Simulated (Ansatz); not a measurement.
H$_{6}$S$_{2}$Si$_{2}$ (`[SiH3][SiH2]SS`), relaxed with RKS PBE-D4/def2-SVP in Ansatz from a rough embedded geometry. The force threshold is 0.03 eV/Å; the program also tests the step.

Charge 0, multiplicity 1.

Start:

```xyz
10

Si    0.640    0.292   -1.844
Si    0.270    0.201    0.405
S    -1.045   -1.414    0.837
S    -1.222   -1.290    2.821
H    -0.596    0.570   -2.615
H     1.330   -0.891   -2.386
H     1.574    1.468   -2.170
H     1.512   -0.014    1.120
H    -0.343    1.420    0.878
H    -2.120   -0.342    2.953
```

Question: How much energy does the relaxation release, and in how many steps? (An estimate is asked.)

Answer: Ansatz gave: 32.42 kJ/mol, in 4 steps.

Question: Which bonds change most? (Best estimate.)

Answer: Computed: S3–S4 from 1.996 to 2.117 Å; Si1–Si2 from 2.281 to 2.359 Å; Si2–H9 from 1.444 to 1.506 Å; S4–H10 from 1.312 to 1.369 Å.

Question: Give the relaxed structure. (An estimate is asked.)

Answer: Ansatz gave: 
```xyz
10

Si    0.664    0.322   -1.902
Si    0.305    0.235    0.428
S    -1.064   -1.421    0.779
S    -1.199   -1.308    2.889
H    -0.637    0.554   -2.623
H     1.282   -0.959   -2.391
H     1.598    1.464   -2.201
H     1.600    0.014    1.161
H    -0.306    1.524    0.911
H    -2.244   -0.426    2.948
```
